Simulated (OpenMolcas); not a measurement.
An atom or ion with 39 electrons was computed by MS-CASPT2, IPEA 0.25 Eh, imaginary shift 0.1 Eh with spin-orbit coupling (OpenMolcas, ANO-RCC-VTZP, DKH2). The lowest levels that the run gave, each within 12 % of the measured value where one is at hand:

```tsv
J	Parity	E (cm⁻¹)	g
3/2	even	0.0	0.402
5/2	even	538	1.029
7/2	even	1225	1.238
9/2	even	2020	1.332
3/2	even	8830	1.620
1/2	even	8910	2.420
7/2	even	9690	0.890
5/2	even	9860	1.596
9/2	even	10290	1.098
1/2	even	11010	0.917
3/2	even	11280	1.300
3/2	even	13480	0.945
```

Q: Which ion is it, and what are the configurations and terms?

A: Nb2+ (Z = 41, charge +2; active space 3 electrons in 6 orbitals (4d 5s)). J, parity and g give the terms where levels are pure, and mixed ones are named by the computed weights; the size of the splittings, set against known spectra of the 39-electron sequence, gives the charge. In order, with the measured energies in cm⁻¹ (the list in Shadmi, J. Res. Natl. Bur. Stand. 70A, 435 (1966)): 4d³ ⁴F_3/2, 4d³ ⁴F_5/2 (516), 4d³ ⁴F_7/2 (1177), 4d³ ⁴F_9/2 (1939), 4d³ ⁴P_3/2 (8608), 4d³ ⁴P_1/2 (8664), 4d³ ²G_7/2 (9236), 4d³ ⁴P_5/2 (9594), 4d³ ²G_9/2 (9804), 4d³ ²P_1/2, 4d³ ²P_3/2 [53 %], 4d³ ²D_3/2(1) [72 %].

CASPT2 does not keep the components of a term degenerate, so their means are used; among the terms shown or strongly mixed into the levels shown the widest spread is 730 cm-1 (4d³ ⁴F). Terms from blocks run as CI alone lack orbitals of their own. Configurations are named by rounded mean occupations; where the s occupation lies near a half they are strongly mixed, a name can repeat and a true partner stay unpaired. Measured partners are found by configuration, term and J. A level has none where our copy of the source lacks it or the pairing is in doubt (some pairs that miss far off the trend of their configuration count as doubtful), and it then counts in no deviation. Levels of configurations outside the active space are missing.

A share in square brackets marks a mixed level and gives the weight of the term that names it. A number in round brackets counts repeated terms of one configuration in the order of the reference energies.
